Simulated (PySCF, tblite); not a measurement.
Isomers of C2H13O2PSi3. Computed values, GFN2-xTB/tblite, gas phase, harmonic and unscaled. The method is semi-empirical: single wavenumbers can be off by several per cent or more. Modes of hydrogen on phosphorus and silicon can be 10 to 20 % off. One conformer each.

Electronic energies: PBE0/pcSseg-1 single points on the GFN2-xTB geometries (PySCF, gas phase).

```
                           SMILES  electronic energy, lowest = 0 (kcal/mol)
C[C@@H]([SiH3])O[Si@@H](P)O[SiH3]                                      14.9
        COCO[SiH2]P([SiH3])[SiH3]                                      55.4
        OCCO[SiH2]P([SiH3])[SiH3]                                      52.6
        CO[SiH2]O[Si@H](P)C[SiH3]                                       0.0
        CCO[Si@H](O)[SiH2][SiH2]P                                      26.2
```

How do GFN2-xTB zero-point energies change the relative energies?

```csv
SMILES,ZPE (kcal/mol),of it from modes above 1550 cm⁻¹,electronic (kcal/mol),"with ZPE, lowest = 0 (kcal/mol)",lowest mode (cm⁻¹),rings
CO[SiH2]O[Si@H](P)C[SiH3],87.6,47.3,0.0,0.0,27,0
C[C@@H]([SiH3])O[Si@@H](P)O[SiH3],86.5,46.4,14.9,13.7,14,0
CCO[Si@H](O)[SiH2][SiH2]P,89.1,48.9,26.2,27.6,10,0
OCCO[SiH2]P([SiH3])[SiH3],88.0,47.5,52.6,52.9,18,0
COCO[SiH2]P([SiH3])[SiH3],87.9,46.6,55.4,55.6,23,0
```

The zero-point energies span 2.6 kcal/mol, from `C[C@@H]([SiH3])O[Si@@H](P)O[SiH3]` to `CCO[Si@H](O)[SiH2][SiH2]P`. The order is unchanged.

And how do the electronic energies of GFN2-xTB itself compare?

`CO[SiH2]O[Si@H](P)C[SiH3]` 8.0; `C[C@@H]([SiH3])O[Si@@H](P)O[SiH3]` 0.0; `CCO[Si@H](O)[SiH2][SiH2]P` 53.8; `OCCO[SiH2]P([SiH3])[SiH3]` 62.1; `COCO[SiH2]P([SiH3])[SiH3]` 58.5 kcal/mol, lowest = 0. Against the energies above, taken from the same isomer `CO[SiH2]O[Si@H](P)C[SiH3]`, the largest difference is 22.9 kcal/mol.
